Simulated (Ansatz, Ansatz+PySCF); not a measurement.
```json
{"atom": "F", "x (Å)": "0.0000", "y (Å)": "0.0000", "z (Å)": "-2.0647"}
{"atom": "F", "x (Å)": "0.0000", "y (Å)": "0.0000", "z (Å)": "2.0647"}
```

Basis set: cc-pVDZ (spherical functions). Left uncorrelated: 2 orbitals. Charge 0, multiplicity 1.

Computed with Ansatz (development build ahead of 0.2.0); each method stands on the lowest determinant of its kind that the runs found. Restricted open shells among the atoms or ions are ROHF, correlated in semicanonical orbitals with singles. Restricted functionals stand beside restricted open-shell atoms, which can lie above the unrestricted atoms usual in DFT and then raise those values.

(1) Give the atomization energy at this shape (free ground-state atoms in the same class of orbitals less the molecule, no zero-point energy) of singlet F₂ in separate pieces by ωB97X (unrestricted), r²SCAN (unrestricted), RHF-MP2, PBE0 (unrestricted), r²SCAN (restricted), PBE (unrestricted), ωB97X (restricted), PBE (restricted), PBE0 (restricted), UHF-CCSDT(Q), UHF-CCSD(T), UHF-MP2, UHF, RHF.

## Answers

(1)

```json
{"method": "ωB97X (unrestricted)", "atomization energy": "0.03 kcal/mol"}
{"method": "r²SCAN (unrestricted)", "atomization energy": "0.03 kcal/mol"}
{"method": "RHF-MP2", "atomization energy": "151.47 kcal/mol"}
{"method": "PBE0 (unrestricted)", "atomization energy": "0.03 kcal/mol"}
{"method": "r²SCAN (restricted)", "atomization energy": "-68.13 kcal/mol"}
{"method": "PBE (unrestricted)", "atomization energy": "0.03 kcal/mol"}
{"method": "ωB97X (restricted)", "atomization energy": "-120.13 kcal/mol"}
{"method": "PBE (restricted)", "atomization energy": "-45.12 kcal/mol"}
{"method": "PBE0 (restricted)", "atomization energy": "-94.96 kcal/mol"}
{"method": "UHF-CCSDT(Q)", "atomization energy": "0.03 kcal/mol"}
{"method": "UHF-CCSD(T)", "atomization energy": "0.03 kcal/mol"}
{"method": "UHF-MP2", "atomization energy": "0.03 kcal/mol"}
{"method": "UHF", "atomization energy": "0.03 kcal/mol"}
{"method": "RHF", "atomization energy": "-242.24 kcal/mol"}
```

Caution for ωB97X (unrestricted), PBE0 (unrestricted), UHF-CCSDT(Q), UHF-CCSD(T), UHF-MP2, UHF: the determinant breaks the point group; the unrestricted determinant is a mixture of spin states. Caution for r²SCAN (unrestricted), PBE (unrestricted): the unrestricted determinant is spin contaminated. Caution for RHF-MP2, r²SCAN (restricted), ωB97X (restricted), PBE (restricted), PBE0 (restricted), RHF: an unrestricted determinant lies well below. Caution for RHF-MP2, UHF-MP2: another reference gives a lower total. Caution for RHF-MP2: large amplitudes, a single reference is doubtful. Caution for r²SCAN (restricted), ωB97X (restricted), PBE (restricted), PBE0 (restricted), RHF: the molecule lies well above its atoms at this level. Caution for UHF-CCSDT(Q), UHF-CCSD(T), UHF-MP2: bonds are stretched, where a single reference can fail.
